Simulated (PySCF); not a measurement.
Species, as SMILES: C=[SiH2] (CH2-SiH2).
Geometry (B3LYP-D3(BJ)/def2-TZVP, fixed):
```xyz
6

C     -1.1498    -0.0548    -0.0450
Si     0.5479     0.0261     0.0215
H     -1.7685     0.8316    -0.0996
H     -1.6839    -0.9961    -0.0356
H      1.3979    -1.1745     0.0958
H      1.2833     1.3023     0.0091
```
Charge 0, spin multiplicity 1.

Basis-set convergence of the isotropic shielding of C1 at PBE0 with PySCF. GIAO, no density fitting; atoms are numbered in the order shown. All functions are spherical. No added dispersion term, no relativity. Reference: the value in pcseg-3, 66.13 ppm, itself unsure by roughly 2.20 ppm (its distance from pcSseg-2). Deviations are taken from unrounded values.

```json
[
 {"basis": "6-31G*", "functions": "40", "isotropic shielding of C1 (ppm)": "80.75"},
 {"basis": "6-31+G*", "functions": "48", "isotropic shielding of C1 (ppm)": "86.24"},
 {"basis": "def2-SVP", "functions": "52", "isotropic shielding of C1 (ppm)": "80.64"},
 {"basis": "def2-SVPD", "functions": "76", "isotropic shielding of C1 (ppm)": "84.38"},
 {"basis": "pcseg-1", "functions": "52", "isotropic shielding of C1 (ppm)": "76.21"},
 {"basis": "aug-pcseg-1", "functions": "86", "isotropic shielding of C1 (ppm)": "79.39"},
 {"basis": "cc-pV(D+d)Z", "functions": "57", "isotropic shielding of C1 (ppm)": "83.94"},
 {"basis": "aug-cc-pV(D+d)Z", "functions": "91", "isotropic shielding of C1 (ppm)": "85.31"},
 {"basis": "6-311G**", "functions": "68", "isotropic shielding of C1 (ppm)": "69.12"},
 {"basis": "6-311+G**", "functions": "76", "isotropic shielding of C1 (ppm)": "70.20"},
 {"basis": "def2-TZVP", "functions": "92", "isotropic shielding of C1 (ppm)": "71.19"},
 {"basis": "def2-TZVPD", "functions": "116", "isotropic shielding of C1 (ppm)": "71.42"},
 {"basis": "pcseg-2", "functions": "120", "isotropic shielding of C1 (ppm)": "66.68"},
 {"basis": "aug-pcseg-2", "functions": "188", "isotropic shielding of C1 (ppm)": "67.56"},
 {"basis": "cc-pV(T+d)Z", "functions": "125", "isotropic shielding of C1 (ppm)": "72.07"},
 {"basis": "aug-cc-pV(T+d)Z", "functions": "193", "isotropic shielding of C1 (ppm)": "73.45"},
 {"basis": "def2-TZVPP", "functions": "129", "isotropic shielding of C1 (ppm)": "71.18"},
 {"basis": "def2-TZVPPD", "functions": "153", "isotropic shielding of C1 (ppm)": "71.38"}
]
```

What the diffuse functions change, pair by pair:
- 6-31G* to 6-31+G*: 8 more functions, deviation 14.62 to 20.12 ppm
- def2-SVP to def2-SVPD: 24 more functions, deviation 14.52 to 18.25 ppm
- pcseg-1 to aug-pcseg-1: 34 more functions, deviation 10.08 to 13.27 ppm
- cc-pV(D+d)Z to aug-cc-pV(D+d)Z: 34 more functions, deviation 17.82 to 19.19 ppm
- 6-311G** to 6-311+G**: 8 more functions, deviation 2.99 to 4.08 ppm
- def2-TZVP to def2-TZVPD: 24 more functions, deviation 5.07 to 5.29 ppm
- pcseg-2 to aug-pcseg-2: 68 more functions, deviation 0.56 to 1.44 ppm
- cc-pV(T+d)Z to aug-cc-pV(T+d)Z: 68 more functions, deviation 5.94 to 7.33 ppm
- def2-TZVPP to def2-TZVPPD: 24 more functions, deviation 5.05 to 5.25 ppm

They bring the value nearer the reference by more than 2.20 ppm in 0 of 9 pairs.
